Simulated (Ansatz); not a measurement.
Consider the ligand exchange at the Si–C bond: `C#CCC[SiH3]` + `[SiH3]OCS` → `[SiH3]OCS[SiH3]` + `C#CCC`.

Isolated molecules relaxed with PBE0-D4/def2-TZVP in Ansatz; ΔE leaves out vibrations. CBS: MP2 limit from def2 TZ/QZ plus the TZ coupled-cluster correction, frozen cores. Functionals use def2-TZVPP. One conformer a species, not always the lowest.

`C#CCC[SiH3]`:

Cartesian coordinates in Å:
```
C -2.816 -0.648 1.270
C -1.642 -0.514 1.061
C -0.227 -0.338 0.776
C 0.029 0.262 -0.612
Si 1.852 0.495 -0.998
H -3.856 -0.770 1.462
H 0.213 0.301 1.549
H 0.275 -1.308 0.864
H -0.415 -0.381 -1.378
H -0.476 1.229 -0.694
H 2.023 1.083 -2.353
H 2.479 1.402 0.002
H 2.562 -0.812 -0.948
```

`[SiH3]OCS`:

Cartesian coordinates in Å:
```
Si 1.230 -0.988 0.501
O 0.123 -0.317 -0.520
C -0.600 0.837 -0.194
S -1.722 1.328 -1.510
H 1.750 -2.190 -0.186
H 0.590 -1.359 1.794
H 2.332 -0.028 0.787
H 0.063 1.700 -0.060
H -1.170 0.695 0.730
H -2.597 0.323 -1.342
```

`[SiH3]OCS[SiH3]`:

Cartesian coordinates in Å:
```
Si -2.012 0.241 0.928
O -0.935 -0.052 -0.289
C -0.095 -1.170 -0.305
S 1.212 -1.000 -1.550
Si 2.098 0.795 -0.806
H -2.608 1.563 0.635
H -3.063 -0.811 0.970
H -1.307 0.254 2.239
H -0.644 -2.076 -0.584
H 0.373 -1.326 0.674
H 1.313 2.010 -1.135
H 3.433 0.883 -1.448
H 2.234 0.689 0.671
```

`C#CCC`:

Cartesian coordinates in Å:
```
C -0.108 -1.825 1.377
C -0.319 -0.798 0.792
C -0.550 0.442 0.070
C 0.557 0.760 -0.931
H 0.073 -2.735 1.899
H -1.514 0.375 -0.447
H -0.647 1.259 0.792
H 0.343 1.697 -1.450
H 1.519 0.858 -0.427
H 0.647 -0.033 -1.675
```

| level | ΔE (kcal/mol) | difference from CCSD(T)/CBS |
| --- | --- | --- |
| PBE0-D4 | -16.4 | -0.4 |
| ωB97X-V | -15.8 | 0.2 |
| PBE | -15.6 | 0.4 |
| HF/def2-TZVPP | -15.9 | 0.1 |
| MP2/def2-TZVPP | -16.3 | -0.3 |
| CCSD/def2-TZVPP | -15.2 | 0.8 |
| CCSD(T)/def2-TZVPP | -15.5 | 0.5 |
| HF/def2-QZVPP | -15.8 | 0.2 |
| SCS-MP2/def2-QZVPP | -16.1 | -0.1 |
| CCSD/CBS(def2) | -15.8 | 0.2 |
| CCSD(T)/CBS | -16.0 | 0 |

Largest T1 diagnostic among the species: 0.012.

The D4 term adds −1.0 kcal/mol with B3LYP and −0.6 kcal/mol with PBE0; it sums over pairs of atoms, weighted by their polarisabilities, and B3LYP, whose exchange is more repulsive, gets the larger term.

B3LYP here is the variant with VWN-RPA as its local correlation; programs differ in this.
